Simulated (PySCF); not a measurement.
Screening by computed properties: pick the candidate that meets the target.

All species are isolated and taken at one optimised geometry, non-relativistic unless stated. Electronic properties by PySCF.

Dipoles, sizes and rotational constants follow the conformer. The torsions of the flexible species, by atom-mapped SMILES:
- `[CH3:1][CH2:2][C@H:3]([CH3:4])[n:5]1[cH:6][c:7]([CH3:8])[n:9][n:10]1`: C1–C2–C3–C4 -178°, C2–C3–N5–C6 61°
- `[CH3:1][O:2][CH2:3][C:4]1=[CH:5][CH2:6][CH:7]=[CH:8]1`: C1–O2–C3–C4 -65°, O2–C3–C4–C5 120°
- `[CH3:1][c:2]1[cH:3][n:4][n:5][n:6]1[C:7]([CH3:8])([CH3:9])[CH3:10]`: N5–N6–C7–C8 -15°
- `[CH3:1][C@@H:2]([OH:3])[CH:4]1[CH:5]=[CH:6][CH:7]=[CH:8]1`: C1–C2–C4–C5 63°, H–O3–C2–C1 57°
- `[CH3:1][c:2]1[n:3][n:4][n:5]([CH:6]([CH3:7])[CH3:8])[c:9]1[CH3:10]`: N4–N5–C6–C7 -61°
- `[CH3:1][C:2](=[O:3])[c:4]1[cH:5][cH:6][cH:7][cH:8][c:9]1[F:10]`: C1–C2–C4–C5 180°

The conformers of `C#CC1(C#C)C[SiH2]CS1` and `C[C@@](CO)(CC#N)[SiH2]N` aren't listed.

Problem. Wanted: smallest rotational constant below 0.9 GHz (GFN2-xTB) and dipole moment above 1.5 D (PBE0/pcSseg-1), at GFN2-xTB geometries. Which candidate meets both?
A. `COCC1=CCC=C1`
B. `Cc1cnnn1C(C)(C)C`
C. `C[C@@H](O)C1C=CC=C1`
D. `c1(cn(nn1)[C@@H](C)CC)C`

Solution. D. Computed values:
```
                species  smallest rotational constant  dipole moment
c1(cn(nn1)[C@@H](C)CC)C                     0.802 GHz         4.48 D
       Cc1cnnn1C(C)(C)C                     0.943 GHz         4.95 D
           COCC1=CCC=C1                     1.244 GHz         1.81 D
    C[C@@H](O)C1C=CC=C1                     1.444 GHz         1.28 D
```

Problem. Wanted: HOMO–LUMO gap between 7.2 eV and 7.6 eV (PBE0/pcSseg-1) and HOMO energy below -6.5 eV (PBE0/pcSseg-1), at GFN2-xTB geometries. Which candidate meets both?
A. `CC[C@H](C)n1nnc(c1)C`
B. `CC(=O)C1=CC=CC=C1F`
C. `C(O)[C@]([SiH2]N)(C)CC#N`
D. `C#CC1(C#C)C[SiH2]CS1`
E. `CC1=C(C)N(C(C)C)N=N1`
F. `C(C1C=CCC=1)OC`

Solution. A. Computed values:
| species | HOMO–LUMO gap | HOMO energy |
| --- | --- | --- |
| CC(=O)C1=CC=CC=C1F | 5.76 eV | -7.55 eV |
| C(C1C=CCC=1)OC | 5.91 eV | -6.44 eV |
| C#CC1(C#C)C[SiH2]CS1 | 6.20 eV | -6.56 eV |
| CC1=C(C)N(C(C)C)N=N1 | 7.02 eV | -6.72 eV |
| CC[C@H](C)n1nnc(c1)C | 7.35 eV | -7.09 eV |
| C(O)[C@]([SiH2]N)(C)CC#N | 7.89 eV | -7.69 eV |
